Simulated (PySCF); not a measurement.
Stepwise substitution at one centre (Al CH3-SH). All species are isolated molecules in the gas phase. One relaxed conformer stands for each flexible species; it need not be the lowest. Strings in code marks are SMILES.

The S1 excitation (TDA) from two functionals at the same geometries (CAM-B3LYP-D3(BJ)/def2-TZVP), both in PySCF: PBE-D3(BJ)/def2-TZVP and TPSSh-D3(BJ)/def2-TZVP. Excitations are Tamm–Dancoff values on a coarser integration grid. The basis has no diffuse functions, so Rydberg states are missing or too high.

```
species                                           TPSSh-D3(BJ)/def2-TZVP (eV)
------------------------------------------------  ---------------------------
0 of 3 CH3 replaced by SH                                                5.62
1 of 3 CH3 replaced by SH                                                5.94
3 of 3 CH3 replaced by SH (`[SH][Al]([SH])[SH]`)                         5.63
```

Q: What does PBE-D3(BJ)/def2-TZVP give for each?

A: 
- 0 of 3 CH3 replaced by SH: 5.21
- 1 of 3 CH3 replaced by SH: 5.54
- 3 of 3 CH3 replaced by SH (`[SH][Al]([SH])[SH]`): 5.13
Over these rows, drawn at random from the members with no instability flagged (it was tested for open shells, ions and some series alone), PBE minus TPSSh-D3(BJ): mean -0.43 eV, from -0.49 eV to -0.40 eV.
